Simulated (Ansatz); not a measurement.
Reaction (ligand exchange at the Si–O bond): `BO[SiH2]S[SiH3]` + NH₃ → `N[SiH2]S[SiH3]` + `BO`

Program: Ansatz. Geometries: PBE0-D4/def2-TZVP. ΔE: electronic, gas phase. CBS: MP2 limit from def2 TZ/QZ plus the TZ coupled-cluster correction, frozen cores. This one scheme is used for every species. Functionals use def2-TZVPP. B3LYP here is the variant with VWN-RPA as its local correlation; programs differ in this. One conformer a species, not always the lowest.

`BO[SiH2]S[SiH3]`:

```xyz
12

B     0.394    1.691   -1.411
O    -0.226    0.532   -1.705
Si   -1.054   -0.641   -0.892
S    -1.392   -0.188    1.155
Si    0.562   -0.701    1.869
H     0.919    2.283   -2.311
H     0.413    2.100   -0.282
H    -0.257   -1.883   -1.020
H    -2.382   -0.765   -1.527
H     0.646   -2.154    2.161
H     0.790    0.078    3.110
H     1.587   -0.351    0.853
```

NH₃:

Cartesian coordinates in Å:
```
N -0.205 0.157 0.112
H 0.567 0.724 -0.217
H 0.175 -0.500 0.783
H -0.536 -0.382 -0.678
```

`N[SiH2]S[SiH3]`:

Cartesian coordinates in Å:
```
N 0.449 1.538 1.909
Si -0.199 0.263 0.977
S -0.564 0.791 -1.078
Si -0.104 -1.109 -1.929
H 1.331 1.957 1.665
H -0.171 2.210 2.330
H -1.478 -0.124 1.618
H 0.748 -0.883 0.948
H 1.344 -1.416 -1.805
H -0.480 -1.032 -3.362
H -0.876 -2.196 -1.273
```

`BO`:

Z-matrix (Å, degrees):
```
B
O 1 1.348
H 1 1.196 2 116.8
H 1 1.202 2 120.7 3 -180.0
H 2 0.961 1 113.5 3 180.0
```

Question: Is it downhill or uphill in electronic energy at CCSD(T)/CBS, and by how much? (Best estimate.)

Answer: Computed: Uphill: ΔE = +9.1 kcal/mol.

Question: What do these levels give: B3LYP-D4, ωB97X-V, ωB97M-V, B2PLYP, PBE, B3LYP, SCS-MP2/def2-TZVPP, CCSD(T)/def2-TZVPP, HF/def2-QZVPP, MP2/def2-QZVPP, HF/CBS(def2), CCSD/CBS(def2)? (An estimate is asked.)

Answer: The calculation gave: B3LYP-D4 9.2, ωB97X-V 8.6, ωB97M-V 8.5, B2PLYP 8.4, PBE 6.3, B3LYP 7.9, SCS-MP2/def2-TZVPP 9.1, CCSD(T)/def2-TZVPP 8.9, HF/def2-QZVPP 9.9, MP2/def2-QZVPP 9.0, HF/CBS(def2) 10.0, CCSD/CBS(def2) 9.2 kcal/mol.

Largest T1 diagnostic among the species: 0.014.

In def2-TZVPP, CCSD(T) changes the Hartree–Fock value by −0.8 kcal/mol (the triples alone add −0.1 kcal/mol) and MP2 by −0.9 kcal/mol. The D4 term adds +1.4 kcal/mol with B3LYP and +0.8 kcal/mol with PBE0; it sums over pairs of atoms, weighted by their polarisabilities, and B3LYP, whose exchange is more repulsive, gets the larger term.
